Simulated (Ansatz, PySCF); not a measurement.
System: CH3Cl2Si (charge 0, doublet). It need not be the lowest isomer of its formula. 
Geometry from a B3LYP-D3(BJ)/def2-TZVP (Ansatz, an electronic-structure program) optimisation:
SMILES: Cl[Si](Cl)C
```xyz
7

Si    -0.1266    -0.0676     0.5873
C     -1.9827    -0.2641     0.4354
Cl     0.7982    -1.5672    -0.5052
Cl     0.4203     1.7694    -0.2027
H     -2.2907    -1.2332     0.8287
H     -2.4901     0.5270     0.9882
H     -2.2646    -0.2005    -0.6181
```
Charge 0, spin multiplicity 2.

Quantity: atomisation energy (electronic, to ground-state atoms), in kJ/mol. Cores are frozen in the correlated levels unless marked. UHF or UKS for open shells. Spin-orbit coupling is left out. No relativistic terms. The coupled-cluster limit lacks core correlation, which all-electron functionals hold. Basis-set limits of correlation are two-point, X^-3; Hartree-Fock from the larger set. The bracket is a focal-point correction in the basis named.

```csv
level,program,atomisation energy (kJ/mol)
HF/aug-cc-pV(Q+d)Z,Ansatz,1805.3
r2SCANh-D4/def2-TZVPD,Ansatz + dftd4,2391.1
M06-2X/def2-TZVPD,PySCF,2381.2
HSE06/def2-TZVPD,Ansatz,2376.5
```

**Question.** Predict the RI-MP2/CBS(aug-cc-pV(T+d)Z,aug-cc-pV(Q+d)Z)+[CCSD(T)-MP2]/aug-cc-pV(T+d)Z result (Ansatz).

**Answer.** 2372.7 kJ/mol, so HSE06/def2-TZVPD differs from it by 3.8 kJ/mol.
